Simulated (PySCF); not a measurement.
PySCF input for Si(Cl)(F)2(SiH3) (ClF₂H₃Si₂), SMILES F[Si](F)([SiH3])Cl, HF/pcSseg-1. The structure is a stationary point at PBE-D3(BJ)/def2-SVP.

```python
import numpy as np
from pyscf import gto, scf, dft
from pyscf.prop.nmr import rhf as nmr

mol = gto.M(
    atom='''
    F    -1.31215500   -0.37616498   -1.30417029
    Si   -0.36818554   -0.13376157   -0.00000000
    F    -1.31215499   -0.37616500    1.30417030
    Si    0.55475688    2.01026432    0.00000000
    Cl    1.10233633   -1.57956003   -0.00000000
    H     1.40350759    2.15684641    1.23020321
    H     1.40350759    2.15684642   -1.23020320
    H    -0.53994154    3.03875903    0.00000001
    ''',
    basis='pcSseg-1',
    charge=0,
    spin=0,
    max_memory=1600,
    verbose=3,
)
mf = scf.RHF(mol)
mf.conv_tol = 1e-10
mf.max_cycle = 100
mf.kernel()
n = nmr.NMR(mf)
n.verbose = 2
n.max_cycle_cphf = 60
sigma = n.kernel()
print('atom   isotropic/ppm   span/ppm')
for i, s in enumerate(sigma):
    w = np.linalg.eigvalsh((s + s.T) / 2)
    print(f'{mol.atom_symbol(i):2s}{i + 1:3d} {w.mean():14.3f} {w[2] - w[0]:11.3f}')
```

It prints:

```
converged SCF energy = -1238.07951350475
atom   isotropic/ppm   span/ppm
F   1        332.438     122.156
Si  2        405.902      92.335
F   3        332.438     122.156
Si  4        486.680      10.326
Cl  5        893.661     294.276
H   6         28.057       8.442
H   7         28.057       8.442
H   8         28.043       9.142
```

The calculation finished and met its thresholds.

Cost: about 22 core-seconds (a rough figure).
